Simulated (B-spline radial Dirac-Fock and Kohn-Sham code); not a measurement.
Model: one-electron (LDA, Dirac) transition rates at Dirac-Fock energies. Program: an atomic code on a B-spline grid. Free neutral atoms.

Q: Order these holes by fluorescence yield, smallest first.
A. Rb M4 (3d3/2)
B. Pd L3 (2p3/2)
C. Ga L2 (2p1/2)
D. Bi K (1s)
E. Gd M4 (3d3/2)

A: A (0.000145), E (0.00711), C (0.0126), B (0.0526), D (0.971).

Values without a named source are computed, but for edge energies of neutral atoms, which are taken from tables.
